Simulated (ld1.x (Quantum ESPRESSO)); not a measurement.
An all-electron radial function and its pseudo partner (hydrogen)

Columns: radius, all-electron u(r) and pseudo u(r) of the 1s shell (level -6.33 eV) of hydrogen in the configuration 1s1; PBEsol, scalar-relativistic, TM scheme, ld1.x (Quantum ESPRESSO) 7.5.

```csv
r (bohr),all-electron,pseudo
0.050,0.0894,0.0752
0.100,0.1701,0.1491
0.150,0.2426,0.2206
0.200,0.3076,0.2885
0.250,0.3657,0.3517
0.300,0.4173,0.4094
0.350,0.4631,0.4610
0.400,0.5034,0.5061
0.450,0.5388,0.5447
0.500,0.5696,0.5771
0.550,0.5963,0.6038
0.600,0.6192,0.6257
0.650,0.6385,0.6435
0.700,0.6547,0.6580
0.750,0.6680,0.6698
0.800,0.6787,0.6795
0.850,0.6869,0.6872
0.900,0.6929,0.6930
0.950,0.6970,0.6970
1.000,0.6993,0.6993
1.050,0.6999,0.6999
1.100,0.6990,0.6990
1.150,0.6968,0.6968
1.200,0.6934,0.6934
1.250,0.6889,0.6889
1.300,0.6835,0.6835
```

Question: How many radial nodes do the two functions have?

Answer: The all-electron 1s function has n − l − 1 = 0; the pseudo-wave has 0.

Question: At about which radius was the pseudo-wave matched?

Answer: 1.00 bohr. The columns agree to 0.0005 from 0.85 bohr on; several derivatives are matched, so the curves merge somewhat inside the radius.

Question: Where does each function peak?

Answer: Outermost all-electron maximum near 1.05 bohr, pseudo maximum near 1.05 bohr (to the table’s step).

Question: Is the pseudo-wave norm-conserving?

Answer: Yes: the TM scheme keeps the norm inside the radius equal to the all-electron one, which fixes the energy derivative of the logarithmic derivative at the level.
